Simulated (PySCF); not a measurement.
C3H9BF3PSi.
Numbering: `[BH3-:1][P@@H+:2]1[C@H:3]([SiH3:4])[C@H:5]1[C:6]([F:7])([F:8])[F:9]` (hydrogens: H10, H11, H12 on B1; H13 on P2; H14 on C3; H15, H16, H17 on Si4; H18 on C5)

Linear response at B3LYP/def2-SVPD (PySCF, frozen core in the response, non-relativistic). Geometry: PBE0-D3(BJ)/def2-SVP; no solvent, vibrations or thermal averaging.

Static isotropic polarisability: 108.92 au (16.14 Å³), principal values 90.9, 111.0, 124.9 au.

(1) What is the polarisability at 1064 nm and at the sodium D line?

(2) What is the isotropic C6 coefficient between two such molecules, C6 = (3/π)∫α(iω)² dω?

(3) Which effective excitation energy ω̄ makes London's formula C6 = (3/4)α²ω̄ exact here?

(4) What n − 1 at the D line would an ideal gas of it have at 273.15 K and 1 atm (2.6868 × 10¹⁹ cm⁻³), by n − 1 = 2π·N·α′?

(5) What molar refraction at the D line follows from R = (4π/3)·N_A·α′, with α′ the polarisability volume?

(6) What three-body coefficient follows from the one-pole estimate C9 = (3/4)·α·C6?

(7) How anisotropic is the static polarisability, by Δα² = ½[(α1 − α2)² + (α2 − α3)² + (α3 − α1)²]?

Answers

(1) 109.95 au at 1064 nm (+0.9 %), 112.40 au at 589.3 nm (+3.2 %). The rise at 589.3 nm is 3.37 times that at 1064 nm; a pure ω² law gives 3.26. The lowest singlet lies at 187 nm, shorter than both wavelengths.

(2) 4544 au (Eh·bohr⁶) by a ten-point quadrature over imaginary frequencies, which is 2720 eV·Å⁶ or 262 J·nm⁶/mol.

(3) ω̄ = 4·C6/(3α²) = 0.511 Eh = 13.9 eV. A one-pole form α(ω) = α/(1 − ω²/ω̄²) fitted to the 1064 nm value gives 12.0 eV. London's choice of the ionisation energy (10.16 eV, ΔSCF at the same level) gives C6 = 3320 au, 27 % too low.

(4) 28.12 × 10⁻⁴, a formal value whether or not that pressure can be reached.

(5) α′ = 16.66 Å³ gives R = 42.02 cm³/mol, for isolated, non-vibrating species.

(6) 371000 au. This is an estimate from the two numbers above, not a computed integral.

(7) Δα = 29.6 au, or 0.27 of the isotropic value.

Time: 4.6 min of wall time; peak memory 1.1 GiB. Hardware: Intel Xeon 6975P-C, one thread, no GPU (shared host). This is the whole response run at B3LYP/def2-SVPD, SCF included.

The values belong to the conformer `[BH3-:1][P@@H+:2]1[C@H:3]([SiH3:4])[C@H:5]1[C:6]([F:7])([F:8])[F:9]`: C3–C5–C6–F7 -79°.
